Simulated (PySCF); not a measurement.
C5H7O2 (doublet state).
Z-matrix (Å and degrees, GFN2-xTB geometry), rows numbered from 1:
```
C 
C   1  1.2920
C   2  1.4545  1  142.67
C   3  1.5473  2  113.44  1    11.71
O   4  1.4263  3  112.12  2   -60.26
C   5  1.3207  4  117.00  3   -78.18
O   6  1.1960  5  126.89  4    -1.32
H   1  1.0801  2  122.28  3   179.76
H   1  1.0929  2  123.51  3     0.37
H   3  1.0938  2  109.98  1   131.78
H   3  1.0939  2  109.46  1  -109.83
H   4  1.0952  3  108.98  2   178.82
H   4  1.0908  3  110.55  2    57.03
H   6  1.1031  5  108.67  4   179.49
```

The hyperfine couplings belong to this conformer and change with its torsions.

The species is `O=COCC[C]=C` [radical].

Computed with UKS B3LYP, pcH-1 on C H O, non-relativistic, mean-field spin-orbit, GIAO (PySCF 2.14.0). Isolated species at its GFN2-xTB geometry (one conformer only). A GFN2-xTB geometry isn't a minimum of the functional, and hyperfine couplings can be far from their values at a DFT geometry. The SCF solution wasn't tested for stability.

(1) What is the g tensor, term by term?

(2) What effective moment and Curie constant follow for a powder?

(3) At 93.716 GHz, how far is the centre of the isotropic spectrum from where a free electron (g = 2.002319) resonates?

(4) What are the electron Larmor frequencies g μB B/h along the three axes at 330 mT?

(5) In a frozen sample, at which fields do the three g values resonate at 9.5, 34, 94 and 263 GHz (hyperfine left aside), and which band first spreads them over more than twice a line width of 0.3 mT?

Answers

(1) 
```
                    Δg (ppm)     1     2     3
relativistic mass correction  -152  -152  -152
            gauge correction    33     6   -10
   orbital Zeeman/spin–orbit  -661   -47   712
                       total  -779  -192   550
```

So g = 2.00154, 2.00213, 2.00287 and g_iso = 2.00218; the tensor is rhombic: the two nearest values differ by 44 % of g3 − g1. Axes: g2 points within 12° of the C1–H9 bond.

(2) With the mean of g² = 4.0087 and S(S+1) = 0.75: μ_eff = √(⟨g²⟩S(S+1)) = 1.734 μB and χT = 0.12505·⟨g²⟩·S(S+1) = 0.376 cm³ K/mol (cgs; spin-Hamiltonian part alone).

(3) B = hν/(g μB) with μB/h = 13.99624 MHz/mT gives 3344.02 mT for the free electron and 3344.25 mT at g_iso, 0.23 mT higher.

(4) 9.2446, 9.2473, 9.2508 GHz for g1, g2 and g3, a range of 6.1 MHz.

(5) 
| band | GHz | B(g3) mT | B(g2) mT | B(g1) mT | spread mT |
| --- | --- | --- | --- | --- | --- |
| X | 9.5 | 338.89 | 339.02 | 339.12 | 0.23 |
| Q | 34.0 | 1212.87 | 1213.32 | 1213.68 | 0.81 |
| W | 94.0 | 3353.23 | 3354.47 | 3355.46 | 2.23 |
| J | 263.0 | 9381.92 | 9385.39 | 9388.15 | 6.23 |

The spread grows in proportion to the frequency. Q band is the first where it exceeds 0.6 mT.

The largest Mulliken spin populations are on C2 (+0.99), C1 (-0.16) and H9 (+0.09). No atom but C2 exceeds +0.15.

The HOMO–LUMO gaps are 5.77 eV among the α and 5.36 eV among the β orbitals.

Time: 41 s (grids of density and orbitals included); peak memory 0.91 GiB. Hardware: one thread of an Arm Neoverse V2, on a shared host.
